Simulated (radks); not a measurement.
Question: Radial electron density D(r) = 4 pi r^2 rho(r) of an atom or ion with 18 electrons. All-electron calculation, Dirac Kohn-Sham, BLYP, spin-unpolarised, spherical densities, finite nucleus; Fermi nuclear charge, rms radius of each element as measured or else 0.836 A^(1/3) + 0.57 fm. Program: a radial shooting solver on a logarithmic mesh with Libxc functionals.

r (bohr)  D(r) (e/bohr)
0.00116           4.115
0.00144           5.869
0.001787          8.302
0.002218          11.62
0.002775          16.27
0.003444          22.13
0.004274          29.54
0.005305          38.50
0.006584          48.73
0.008237          59.89
0.01022           69.90
0.01269           77.46
0.01575           80.97
0.01954           79.80
0.02445           75.21
0.03035           71.52
0.03766           73.41
0.04674           82.69
0.05848           94.62
0.07258           96.90
0.09007           82.09
0.1118            56.53
0.1387            38.56
0.1736            38.69
0.2154            43.87
0.2674            36.21
0.3318            18.61
0.4118            5.480
0.5152           0.7720
0.6395          0.05307
0.7936         0.001440

What is the nuclear charge?

Answer: Z = 60. The innermost maximum, from 1s, lies near gamma/Z bohr with gamma = sqrt(1 - (Z/c)^2) = 0.899, here 0.015 bohr (found: 0.0165), and its height grows with Z. The density is that of the neodymium ion Nd42+ in [Ar]; the configuration itself is not fixed sharply by these data, and Z only to a few units. D(r) has 3 maxima, at r = 0.0165, 0.0675, 0.217 bohr, and minima at 0.0321, 0.154 bohr, inside which lie 2.03, 10.44 electrons.
